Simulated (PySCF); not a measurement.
In(Cl)2(OH) (Cl2HInO), SMILES [In]([Cl])([OH])[Cl].

Coordinates come from a PBE0-D3(BJ)/def2-SVP optimisation. The def2 effective core potentials stand for the cores of In; spin–orbit coupling is left out. Other conformers were not sampled.

Method: PySCF with HF/def2-TZVPD.

Symmetry labels are those of the subgroup Cs that the program uses (full group Cs).

Computed valence orbital energies around the gap with their symmetry:
```
orbital  symmetry  energy (eV)
-------  --------  -----------
HOMO−7         A'       -15.71
HOMO−6         A'       -14.02
HOMO−5         A"       -13.86
HOMO−4         A'       -13.46
HOMO−3         A"       -12.98
HOMO−2         A"       -12.74
HOMO−1         A'       -12.69
HOMO           A'       -12.61
LUMO           A'         0.13
LUMO+1         A"         0.98
LUMO+2         A'         1.59
LUMO+3         A'         1.78
```
